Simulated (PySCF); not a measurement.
# How methods differ on the ionisation energy of Ta⁴⁷⁺

Ta⁴⁷⁺ [Ar] 3d8 (3F) → Ta⁴⁸⁺ [Ar] 3d7 (4F), as a difference of total energies. Calculation: PySCF 2.14, in an uncontracted even-tempered set (18 s from 10 bohr⁻², ratio 2.5; 13 p from 14 bohr⁻², ratio 2.5; 7 d from 14 bohr⁻², ratio 2.5; 4 f from 55 bohr⁻², ratio 2.7; 3 g from 83 bohr⁻², ratio 2.7); scalar relativity by spin-free X2C-1e. Correlated levels: outer shells: [Ne] frozen; virtual orbitals above 40 to 60 times the deepest correlated orbital energy dropped. The calculations carry no spin-orbit coupling.

| method | ionisation energy (eV) |
| --- | --- |
| UHF | 4167.4 |
| LDA | 4167.5 |
| PBE | 4167.5 |
| PBE0 | 4168.1 |
| r2SCAN | 4169.5 |
| B97-3 | 4168.4 |
| r2SCAN0 | 4169.5 |
| MP2 (outer shells) | 4168.9 |
| SCS-MP2 (outer shells) | 4168.9 |

Spin-orbit coupling is strong in these open shells (close to jj coupling). The scalar numbers leave it out and a first-order estimate fails, so it can dominate the gap to the real levels.

Breit and QED terms and the two-electron picture change are absent.

For comparison: 4143 ± 4 eV (theoretical estimate listed by NIST; NIST Atomic Spectra Database, ionization energies).
